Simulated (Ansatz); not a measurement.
C6H4Cl, doublet (typed; the unrestricted solution is spin-contaminated), geometry from GFN2-xTB; CCSD(T)/STO-3G (Ansatz, a quantum-chemistry and plane-wave program).

Input for Ansatz:
Ansatz 0.2 input:
```yaml
crystal:
  periodic: [false, false, false]
  atoms:
    - {symbol: Cl, position_ang: [-1.23158168, 1.78779842, 0.11037424]}
    - {symbol: C, position_ang: [-0.24903294, 0.36150318, 0.02231831]}
    - {symbol: C, position_ang: [-0.86478632, -0.87848864, -0.02994881]}
    - {symbol: C, position_ang: [-0.07467049, -2.02421734, -0.10069720]}
    - {symbol: C, position_ang: [1.27785936, -1.85497640, -0.11452164]}
    - {symbol: C, position_ang: [1.91899080, -0.65304962, -0.06459062]}
    - {symbol: C, position_ang: [1.13002066, 0.49346705, 0.00617853]}
    - {symbol: H, position_ang: [-1.94095717, -0.95740572, -0.01614208]}
    - {symbol: H, position_ang: [-0.53509881, -2.99895891, -0.14217376]}
    - {symbol: H, position_ang: [2.99461806, -0.57134804, -0.07824815]}
    - {symbol: H, position_ang: [1.58803999, 1.46971016, 0.04777049]}
basis:
  gaussian:
    orbitals: STO-3G
magnetization: {spin_polarized: true, initial_magnetization: 1}
correlation: {method: ccsd_t, electrons: outside_noble_gas}
accuracy: high
```

Q: Write the output that Ansatz gives for this input, abridged.

A: 
```
Functional definition: HF
942 factors; integrals over basis functions are off by at most 2.8e-9 eV
mean field evaluation 1: about -18534.4378 eV, gradient 1.7e1 eV
mean field evaluation 2: about -18534.7167 eV, gradient 1.7e1 eV
mean field evaluation 4: about -18537.3603 eV, gradient 2.5e0 eV
mean field evaluation 8: about -18537.4605 eV, gradient 8.7e-1 eV
mean field evaluation 16: about -18538.2181 eV, gradient 6.8e-4 eV
mean field evaluation 32: about -18521.2750 eV, gradient 2.8e1 eV
mean field evaluation 64: about -18537.6352 eV, gradient 2.2e0 eV
mean field evaluation 96: about -18537.3721 eV, gradient 6.6e-8 eV
mean field evaluation 128: about -18534.2699 eV, gradient 2.0e0 eV
mean field evaluation 160: about -18514.2995 eV, gradient 7.2e0 eV
mean field evaluation 192: about -18534.1453 eV, gradient 1.6e-2 eV
mean field evaluation 224: about -18531.8652 eV, gradient 1.5e-1 eV
mean field -18538.21814465 eV, -681.2669511602 hartree, gradient 2.5e-8 eV, S^2 1.728237; 10 other end points of the search recorded, 0 dependent functions left out
determinant -18538.21814465 eV, -681.2669511602 hartree, with singles and doubles -18548.23677177 eV, -681.6351289162 hartree
determinant -18537.45651604 eV, -681.2389618252 hartree, with singles and doubles -18548.29458834 eV, -681.6372536358 hartree
determinant -18534.27908749 eV, -681.1221934797 hartree, with singles and doubles -18543.53493441 eV, -681.4623395801 hartree
determinant -18532.16324268 eV, -681.0444376170 hartree, with singles and doubles -18541.80293633 eV, -681.3986898247 hartree
determinant -18538.21814465 eV, -681.2669511602 hartree, with singles and doubles -18548.25152072 eV, -681.6356709299 hartree
determinant -18537.45651604 eV, -681.2389618252 hartree, with singles and doubles -18548.30246812 eV, -681.6375432123 hartree
determinant -18537.37206616 eV, -681.2358583494 hartree, with singles and doubles -18548.44555464 eV, -681.6428015449 hartree
11 core orbitals not correlated
reference -18538.21814465 eV, -681.2669511602 hartree; 18, 17 occupied and 14, 15 virtual orbitals, 942 factors
second order -7.09112962 eV of doubles, -0.00000000 eV of singles
cycle   1  -10.03337935 eV  change   -3.3e-6 eV  update   3.0e-6
cycle   2  -10.03337604 eV  change    3.3e-6 eV  update   2.1e-6
cycle   3  -10.03337161 eV  change    4.4e-6 eV  update   1.1e-6
cycle   4  -10.03336732 eV  change    4.3e-6 eV  update   4.7e-7
cycle   5  -10.03336595 eV  change    1.4e-6 eV  update   2.2e-7
cycle   6  -10.03336578 eV  change    1.7e-7 eV  update   1.1e-7
cycle   7  -10.03336584 eV  change   -6.0e-8 eV  update   5.9e-8
cycle   8  -10.03336531 eV  change    5.3e-7 eV  update   1.4e-7
cycle   9  -10.03336524 eV  change    7.5e-8 eV  update   5.7e-8
cycle  10  -10.03336524 eV  change   -3.3e-9 eV  update   2.4e-8
cycle  11  -10.03336528 eV  change   -4.0e-8 eV  update   1.5e-8
cycle  12  -10.03336532 eV  change   -4.5e-8 eV  update   1.0e-8
cycle  13  -10.03336535 eV  change   -2.9e-8 eV  update   5.1e-9
cycle  14  -10.03336536 eV  change   -1.1e-8 eV  update   2.0e-9
cycle  15  -10.03336537 eV  change   -2.2e-9 eV  update  7.0e-10
perturbative correction -0.29855817 eV, -0.0109718103 hartree
WARN: the results are in doubt because among natural orbitals full CI differs from the method by -0.167 eV
Total energy: -18548.55006818 eV, -681.6466423468 hartree
In doubt: among natural orbitals full CI differs from the method by -0.167 eV
```
